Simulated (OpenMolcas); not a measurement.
# Mn⁴⁺: effect of the active space

```yaml
Program: OpenMolcas
Method: XMS-CASPT2, IPEA 0.25 Eh, imaginary shift 0.1 Eh
Basis: ANO-RCC-VTZP
Scalar_Hamiltonian: DKH2, point nucleus
Spin-orbit_coupling: state interaction with AMFI integrals over the reference wave functions, term energies averaged over their components
```

A. 3 electrons in 5 orbitals (3d); 2S+1 = 4 even, 10 roots; 2S+1 = 2 even, 40 roots; closed shells correlated: 3s 3p; CASPT2 step of the order of 7 core-seconds
B. 3 electrons in 10 orbitals (3d 4d); 2S+1 = 4 even, 10 roots; 2S+1 = 2 even, 40 roots; closed shells correlated: 3s 3p; CASPT2 step of the order of 5 core-minutes

Energies in cm-1 above 3d3 4F 3/2, the measured ground level; measured values from Corliss and Sugar, J. Phys. Chem. Ref. Data 6, 1253 (1977).

```csv
Level,A,B,Measured
3d3 4F 3/2,0.0,0.0,0.0
3d3 4F 5/2,374,375,359
3d3 4F 7/2,881,885,835
3d3 4F 9/2,1506,1514,1412
3d3 4P 1/2,16650,17090,16434
3d3 4P 3/2,16810,17250,16595
3d3 4P 5/2,17250,17710,17049
3d3 2G 7/2,18690,18920,17892
3d3 2G 9/2,19210,19460,18399
3d3 2P 3/2 [71 %],23770,24180,22919
3d3 2P 1/2,23820,24210,23082
3d3 2D 3/2(1) [72 %],25650,26120,24670
3d3 2D 5/2(1),25740,26250,24630
3d3 2H 9/2,25770,26000,24975
3d3 2H 11/2,26160,26410,25334
3d3 2F 7/2,41860,42160,40423
3d3 2F 5/2,42080,42380,40707
3d3 2D 5/2(2),65030,64960,62608
3d3 2D 3/2(2),65300,65190,62854
```

Deviations, from unrounded energies. A percentage is the sum of absolute deviations over the sum of measured energies, with the sign that they share, or ± where signs differ.

```json
{"Against measurement": "mean absolute deviation (cm-1)", "Levels": "18", "A": "850", "B": "1100"}
{"Against measurement": "fine structure of the ground term (%)", "Levels": "3", "A": "+5.9", "B": "+6.5"}
{"Against measurement": "other terms of the ground configuration (%)", "Levels": "15", "A": "+3.5", "B": "+4.5"}
```

A lies closest to measurement on these levels. The largest miss of A in the table is 3d3 2D 3/2(2), by +2400 cm-1. The ranking rests on the paired levels alone, and a cruder setting can come out closer through cancelling errors.

The two smallest mean deviations differ by little beside CASPT2's spread within terms, so their order carries little weight.

Between A and B the level of the table that moves most is 3d3 2D 5/2(1), by 510 cm-1 (lowest in A, highest in B). Moves below CASPT2's spread within the term are not significant.

Term energies are means over components that CASPT2 splits; among the terms shown or strongly mixed into the levels shown the widest spread is 1500 cm-1 (3d3 4F, A). The CASPT2 spread within a term exceeds the gap to the next term for 3d3 2D(1) and 3d3 2H, so the order of their levels is uncertain. Active for correlation alone: 4d; no level in the range computed is led by a configuration that fills it, so any true level of that kind is missing (holds for B). Measured partners are found by configuration, term and J. A level has none where our copy of the source lacks it or the pairing is in doubt (some pairs that miss far off the trend of their configuration count as doubtful), and it then counts in no deviation. Levels of configurations outside the active space are missing.

A share in square brackets marks a mixed level and gives the weight of the term that names it, the lowest over the columns. A number in round brackets counts repeated terms of one configuration in the order of the reference energies.
